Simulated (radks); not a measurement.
The numbers below are computed, except where a source is named.
The nuclear charge of the terbium ion Tb+ is varied continuously with 64 electrons held in [Xe] 4f9 6s1. Code: a radial shooting solver on a logarithmic mesh with Libxc functionals. Model: Dirac Kohn-Sham, BLYP, spin-unpolarised, spherical densities, finite nucleus; open shells fill j = l - 1/2 first; Fermi nuclear charge, rms radius 5.06 fm. By the Hellmann-Feynman theorem dE/dZ = E(electron-nucleus)/Z, the electronic potential at the nucleus (averaged over a nucleus of fixed radius).

Z	E (hartree)	E(electron-nucleus)/Z (hartree)	HOMO	e(HOMO) (eV)	<r> HOMO (bohr)
64.5	-11498.1072	-438.465	4f7/2	-2.340	1.011
65	-11718.6151	-443.562	4f7/2	-8.714	0.9172
65.5	-11941.6678	-448.648	6s1/2	-12.535	3.464
66	-12167.2635	-453.736	6s1/2	-16.671	3.238

The central difference of E at Z = 65 is -443.561 hartree, to compare with the third column; the second derivative is -10.2 hartree.
